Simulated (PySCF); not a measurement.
## Working out the excitation energy of He

He 1s2 (1S) → He 1s1 2s1 (3S). Computed with PySCF 2.14 in aug-cc-pVQZ (5s4p3d2f, 46 functions), with the non-relativistic Hamiltonian (point nucleus). Frozen: nothing. Energies in hartree (1 hartree = 27.21139 eV):

```csv
part,He (lower),He (upper)
UHF,-2.861522,-2.171179
MP2 opposite-spin,-0.035724,0.000000
MP2 same-spin,0.000000,-0.000786
```

What does Hartree-Fock give?

(-2.171179) − (-2.861522) = 0.690343 hartree = 18.785 eV.

What do MP2 and SCS-MP2 (6/5 opposite-spin, 1/3 same-spin) give?

The opposite-spin parts differ by 0.972 eV and the same-spin parts by -0.021 eV. MP2: 18.785 + (0.972) + (-0.021) = 19.736 eV. SCS-MP2: 18.785 + 1.2 × (0.972) + (-0.021)/3 = 19.944 eV.

Measured between the centres of the two terms (NIST): 19.820 eV, so MP2 (valence) is off by -0.084 eV.

What remains against the reference includes basis incompleteness and correlation beyond second order.
